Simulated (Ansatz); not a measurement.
CH₉NSi₂, SMILES `NC[SiH2][SiH3]`. Total charge 0; spin multiplicity 1. Geometry: relaxed with PBE0-D4/def2-TZVP. It is one conformer, not always the lowest.

```xyz
13

N     1.170    1.968    0.851
C     0.984    0.563    0.510
Si   -0.634    0.323   -0.435
Si   -1.044   -1.948   -0.831
H     2.044    2.114    1.341
H     0.429    2.294    1.459
H     1.009   -0.130    1.367
H     1.793    0.252   -0.159
H    -0.595    1.062   -1.726
H    -1.755    0.880    0.378
H     0.057   -2.548   -1.634
H    -2.320   -2.135   -1.574
H    -1.137   -2.696    0.454
```

(1) What is the dipole moment at r2SCAN/def2-TZVPP? (Estimate.)

(2) And with PBE, B3LYP, ωB97M-V? (Best estimate.)

(3) Give the Mulliken charges with r2SCAN, ωB97M-V, B3LYP in def2-TZVPP. (An estimate is asked.)

Results:

(1) Computed: 1.63 D, with components (0.78, -0.08, 1.43) D in this frame, pointing from negative to positive charge.

(2) Computed: PBE 1.63 D, B3LYP 1.59 D, ωB97M-V 1.60 D.

(3) Ansatz gave: 
```
atom  r2SCAN  ωB97M-V  B3LYP
  N1   -0.37    -0.29  -0.34
  C2   -0.10    -0.24  -0.17
 Si3    0.25     0.17   0.25
 Si4    0.16     0.03   0.14
  H5    0.13     0.10   0.12
  H6    0.14     0.11   0.13
  H7    0.06     0.12   0.09
  H8    0.07     0.12   0.10
  H9   -0.07    -0.02  -0.07
 H10   -0.08    -0.04  -0.08
 H11   -0.06    -0.02  -0.06
 H12   -0.06    -0.02  -0.06
 H13   -0.07    -0.02  -0.06
```

B3LYP here is the variant with VWN-RPA as its local correlation; programs differ in this.
